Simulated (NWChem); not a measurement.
# Correlation energy of sulfur difluoride (F2S)

SMILES: FSF
```xyz
3

F      1.2275     0.0000    -0.4916
S      0.0000     0.0000     0.5530
F     -1.2275     0.0000    -0.4916
```
Charge 0, spin multiplicity 1.

Everything below was run with NWChem. Structure: optimised with PBE0/def2-SVP, a minimum by its harmonic frequencies.

Basis set: cc-pVDZ. Each correlation energy counts from its own Hartree-Fock reference.

The correlated methods keep 7 core orbitals frozen. Coupled-cluster values serve here as a point of comparison, not as the truth.

Problem. Order these methods by the correlation energy they give, lowest first: SCS-MP2, RI-MP2, CCSD+T(CCSD), CR-CCSD(T), CCSD(T).

Solution. CCSD+T(CCSD) (-531.0 mHa), CCSD(T) (-529.7 mHa), CR-CCSD(T) (-527.5 mHa), RI-MP2 (-503.0 mHa), SCS-MP2 (-487.3 mHa)
